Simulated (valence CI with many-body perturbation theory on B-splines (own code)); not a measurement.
**E1 line list for Eu³¹⁺**

Computed by relativistic CI+MBPT: four valence electrons over a frozen Dirac-Fock core [Ar] 3d10, a basis of 11 s, 11 p, 9 d, 7 f, 5 g, 2 h, 1 i functions for each j, with the one-electron correlation potential Σ1, the two-electron term Σ2, the three-electron term Σ3, Breit, model QED; selected CI, second order for the rest (own B-spline code, finite nucleus).

No measured spectrum was set against this ion. As an estimate, large intervals hold to a few tenths of a per cent, small ones and those within an open d or f shell to about a per cent.

Lines 201 to 226 of 226 in falling wavelength, among levels below 300.18 eV, chosen from the strongest by gf and those to the six lowest levels. Wavelengths and rates use the calculated energies. Electric multipoles are in the length gauge, E1 and E2 with the static RPA response of the core. Weak lines are less certain than strong ones. Lines between different terms over intervals too small for the method are left out, as are lines whose strength nearly cancels. Where a level lies close to another of its J and parity, the split of strength between their lines is uncertain. The highest levels of a list are the least certain.

Levels are named by their leading jj configuration (3d3/2^4 stands for four electrons in 3d with j = 3/2), which in mixed levels can hold well under half, so a name can repeat and another be missing. Letters in brackets count levels of one name in rising energy.

| λ vac (Å) | Upper | Lower | A (s⁻¹) | log gf | Branch % |
| --- | --- | --- | --- | --- | --- |
| 73.69 | (4s 4p3/2^3) J=1 | (4s^2 4p1/2 4p3/2) J=2 | 4.38e+10 | -0.97 | 9.7 |
| 73.54 | (4s^2 4p1/2 4d3/2) J=1 | (4s^2 4p1/2^2) J=0 | 4.74e+11 | 0.06 | 75.1 |
| 72.27 | (4s 4p3/2^3) J=1 | (4s^2 4p1/2 4p3/2) J=1 | 1.19e+11 | -0.55 | 26.3 |
| 72.07 | (4s 4p1/2 4p3/2 4d5/2) J=0 | (4s 4p1/2^2 4p3/2) J=1 | 1.29e+11 | -1.00 | 30.7 |
| 72.05 | (4s^2 4p3/2 4d5/2) J=2 | (4s^2 4p1/2 4p3/2) J=2 | 9.10e+09 | -1.45 | 2.3 |
| 71.88 | (4s 4p1/2 4p3/2 4d3/2) J=1 [d] | (4s 4p1/2^2 4p3/2) J=2 | 5.48e+09 | -1.90 | 1.0 |
| 71.36 | (4s 4p1/2 4p3/2 4d5/2) J=3 [c] | (4s 4p1/2^2 4p3/2) J=2 | 9.35e+10 | -0.30 | 20.9 |
| 70.94 | (4s 4p1/2 4p3/2 4d5/2) J=3 [d] | (4s 4p1/2^2 4p3/2) J=2 | 6.54e+10 | -0.46 | 42.6 |
| 70.84 | (4s 4p1/2 4p3/2 4d5/2) J=2 [e] | (4s 4p1/2^2 4p3/2) J=1 | 5.41e+10 | -0.69 | 8.9 |
| 70.70 | (4s 4p1/2 4p3/2 4d3/2) J=1 [e] | (4s 4p1/2^2 4p3/2) J=1 | 1.33e+11 | -0.53 | 19.9 |
| 70.69 | (4s^2 4p3/2 4d5/2) J=2 | (4s^2 4p1/2 4p3/2) J=1 | 1.48e+10 | -1.26 | 3.7 |
| 70.68 | (4s 4p1/2 4p3/2 4d3/2) J=2 [c] | (4s 4p1/2^2 4p3/2) J=2 | 1.32e+06 | -5.31 | 0.0 |
| 70.06 | (4s^2 4p3/2 4d5/2) J=3 | (4s^2 4p1/2 4p3/2) J=2 | 4.71e+10 | -0.61 | 9.5 |
| 69.58 | (4s 4p1/2 4p3/2 4d5/2) J=1 [a] | (4s 4p1/2^2 4p3/2) J=2 | 3.38e+09 | -2.13 | 1.4 |
| 68.45 | (4s^2 4p3/2 4d5/2) J=1 | (4s^2 4p1/2 4p3/2) J=2 | 5.96e+07 | -3.90 | 0.0 |
| 68.19 | (4s 4p1/2 4p3/2 4d5/2) J=3 [e] | (4s 4p1/2^2 4p3/2) J=2 | 9.65e+09 | -1.33 | 2.8 |
| 67.86 | (4s 4p1/2 4p3/2 4d5/2) J=2 [c] | (4s 4p1/2^2 4p3/2) J=2 | 1.02e+09 | -2.45 | 0.3 |
| 67.77 | (4s 4p1/2 4p3/2 4d5/2) J=1 [b] | (4s 4p1/2^2 4p3/2) J=2 | 8.41e+07 | -3.76 | 0.0 |
| 67.46 | (4s 4p1/2 4p3/2 4d5/2) J=2 [d] | (4s 4p1/2^2 4p3/2) J=2 | 7.00e+08 | -2.62 | 0.2 |
| 67.23 | (4s^2 4p3/2 4d5/2) J=1 | (4s^2 4p1/2 4p3/2) J=1 | 1.31e+10 | -1.58 | 3.0 |
| 66.49 | (4s 4p1/2 4p3/2 4d5/2) J=2 [e] | (4s 4p1/2^2 4p3/2) J=2 | 2.31e+10 | -1.12 | 3.8 |
| 66.36 | (4s 4p1/2 4p3/2 4d3/2) J=1 [e] | (4s 4p1/2^2 4p3/2) J=2 | 8.71e+09 | -1.76 | 1.3 |
| 63.76 | (4s^2 4p1/2 4f5/2) J=3 | (4s 4p1/2^2 4p3/2) J=2 | 7.16e+07 | -3.52 | 0.0 |
| 62.72 | (4s^2 4p3/2 4d3/2) J=1 | (4s^2 4p1/2^2) J=0 | 4.28e+07 | -4.12 | 0.0 |
| 59.60 | (4s 4p3/2^3) J=1 | (4s^2 4p1/2^2) J=0 | 1.74e+08 | -3.56 | 0.0 |
| 56.13 | (4s^2 4p3/2 4d5/2) J=1 | (4s^2 4p1/2^2) J=0 | 1.92e+09 | -2.57 | 0.4 |
